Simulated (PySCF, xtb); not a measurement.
C₄H₆ClF, SMILES F/C(=C\Cl)CC.

GFN2-xTB (xtb 6.7.1) at its own geometry gives an orbital gap of 4.53 eV and a dipole moment of 3.02 D.

Geometry optimised at ωB97X-D3(BJ)/def2-SVP. The structure was generated by enumeration; whether it is a known compound was not checked. Other conformers were not sampled.

Q: What does HF/def2-TZVP (PySCF) give? (Estimate from the structure and the level; the computed values follow.)

A: gap 13.20 eV (levels -9.71 and 3.49 eV), dipole 3.05 D.
